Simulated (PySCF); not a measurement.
Zirconium: a sound run and one with changed settings

Sound run: Zr [Kr] 4d2 5s2, Zr⁺ [Kr] 4d2 5s1. All numbers are calculated (PySCF 2.14, scalar relativity through the core potential, in aug-cc-pVDZ-PP with ECP28MDF). The sound run starts from symmetry-adapted Hartree-Fock orbitals and uses a fine grid where one is needed.

Changed run: 26 angular points. This setting is unsound on purpose.

```
species  method  sound run (hartree)  changed run (hartree)  converged
     Zr     UHF            -46.30215              -46.30215        yes
     Zr     PBE            -46.75280              -46.76492        yes
     Zr     LDA            -46.61894              -46.63428        yes
    Zr⁺     UHF            -46.11037              -46.11037        yes
    Zr⁺     PBE            -46.51534              -46.52791        yes
    Zr⁺     LDA            -46.37044              -46.38676        yes
```

Ionisation energy of Zr:

```
method  sound run (eV)  changed run (eV)
   UHF           5.219             5.219
   PBE           6.462             6.450
   LDA           6.762             6.735
```

A coarse angular grid integrates products of high-l functions wrongly, so density functionals can shift, and the SCF can exploit the error; Hartree-Fock and MP2 need no grid.

For comparison, NIST gives 6.634 eV between the lowest levels.
